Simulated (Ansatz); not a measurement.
This geometry of Cl2H2Sn + H (6 atoms, charge 0, multiplicity 2) is a first-order saddle point.

Method: UKS PBE0-D4/def2-SVP (Ansatz).

```xyz
6
Properties=species:S:1:pos:R:3
Sn 0.014 -0.021 0.037
Cl -0.022 0.045 2.502
H 1.641 0.070 -0.484
Cl -1.090 1.888 -0.777
H -0.880 -1.385 -0.477
H 0.023 -0.050 4.227
```

Question: Which two structures does it join? (They come from a converged band through this point; their orientation in space is the band's.)

Answer: Bonds broken: Sn1–Cl2. Bonds formed: Cl2–H6. Cl2H2Sn + H becomes ClH + ClH2Sn.

Image 0:

```xyz
6
Properties=species:S:1:pos:R:3
Sn 0.009 -0.014 -0.195
Cl -0.072 0.129 2.143
H 1.643 0.084 -0.662
Cl -1.086 1.882 -1.028
H -0.893 -1.380 -0.661
H 0.087 -0.153 5.433
```

Image 6:

```xyz
6
Properties=species:S:1:pos:R:3
Sn 0.020 -0.033 -0.260
Cl 0.003 -0.006 3.461
H 1.617 0.058 -0.927
Cl -1.095 1.898 -1.068
H -0.858 -1.371 -0.927
H 0.000 0.001 4.749
```

Question: How far does it lie above each of them?

Answer: 0.273 eV above the first and 0.843 eV above the second. This is the barrier of this one path; another mechanism may lie lower.

Run time: 2.3 min on 2 threads of Arm Neoverse V2, on a shared host, peak memory 0.23 GiB.
